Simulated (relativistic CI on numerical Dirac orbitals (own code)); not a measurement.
## I23+: what numerical and physical settings do to a radial Dirac CI calculation

Reference input:

```
atom I  Z=53  charge=23  electrons=30
nucleus A=127  rms_radius_fm=4.7500
hamiltonian dirac-coulomb  breit=on  qed=on  c_scale=1
orbitals kli  potential=per-configuration
slater_scale 1
correlation none
mixing on
grid step=0.0125 r_max=6.2
scf mixing=0.4 start=green max_iterations=150 tolerance=2e-08 node_fill=0.05
configurations
  [Ar] 3d10 4s2
end
```

Computed lowest total energy -6867.48216 Ha, 10 SCF steps. Runs with settings changed; * marks those that are bad on purpose (the QED terms keep the true α when c is scaled):

```tsv
Changed	Outcome	Lowest level	ΔE (Ha)	First excitation (cm⁻¹)	SCF steps	Message
QED terms off, speed of light × 2	converged	4s² ¹S0	143		10	
iteration limit 20	converged	4s² ¹S0	0		10	
speed of light × 2, end of the grid at 4.34 bohr, Slater scale 0.6	converged	4s² ¹S0	145		10	
SCF tolerance 1e-05, Breit term off	converged	4s² ¹S0	-5.3		8	
speed of light × 0.4 *	converged	4s² ¹S0	-2180		11	
configuration list: repeat *	refused				0	a configuration is listed twice
```
